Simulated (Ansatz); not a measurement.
Gas-phase electronic energies from Ansatz, PBE0-D4/def2-TZVP geometries. CCSD(T)/CBS is the MP2 limit (def2-TZVPP, def2-QZVPP) plus CCSD(T) − MP2 in def2-TZVPP, frozen cores. This one scheme is used for every species. Functionals use def2-TZVPP. One conformer a species, not always the lowest.

Reaction (adduct formation): boron trifluoride + silanol → `F[B-](F)(F)[OH+][SiH3]`

`FB(F)F`:

```xyz
4

F     0.373    0.971    0.798
B     0.000    0.000    0.000
F     0.561   -0.132   -1.178
F    -0.934   -0.839    0.379
```

`O[SiH3]`:

```xyz
6

O     0.033   -1.281   -0.013
Si    0.139    0.362   -0.078
H    -0.736   -1.663    0.410
H    -1.000    0.957   -0.829
H     1.411    0.660   -0.774
H     0.154    0.966    1.283
```

`F[B-](F)(F)[OH+][SiH3]`:

```xyz
10

F     2.340   -0.434   -0.669
B     1.469   -0.240    0.337
F     0.834   -1.356    0.794
F     1.857    0.646    1.284
O     0.155    0.549   -0.395
Si   -1.428   -0.071   -0.236
H     0.279    1.501   -0.454
H    -1.456   -1.354   -0.956
H    -2.272    0.953   -0.897
H    -1.778   -0.194    1.192
```

| level | ΔE (kJ/mol) | difference from CCSD(T)/CBS |
| --- | --- | --- |
| B97M-V | -31.6 | 5.0 |
| BHLYP-D4 | -39.2 | -2.6 |
| B2PLYP | -27.0 | 9.6 |
| revPBE | -5.4 | 31.2 |
| PBE0 | -31.7 | 4.9 |
| r2SCANh | -39.7 | -3.1 |
| CCSD/def2-SVP | -53.4 | -16.8 |
| HF/def2-TZVPP | -10.9 | 25.7 |
| CCSD/def2-TZVPP | -34.8 | 1.8 |
| HF/def2-QZVPP | -8.8 | 27.8 |
| CCSD(T)/CBS | -36.6 | 0 |

Largest T1 diagnostic among the species: 0.012.

From BLYP to BHLYP (50 % exact exchange), in def2-TZVPP and without D4, ΔE moves by −21.2 kJ/mol. In def2-TZVPP, CCSD(T) changes the Hartree–Fock value by −26.8 kJ/mol (the triples alone add −3.0 kJ/mol) and MP2 by −25.3 kJ/mol. Leaving LDA and LC-ωPBE aside and taking each functional with its dispersion term where it has one, the values, not all of them listed here, spread over 18.5 kJ/mol, from r2SCAN0-D4 to BLYP-D4. LDA lies −43.1 kJ/mol from PBE without D4.
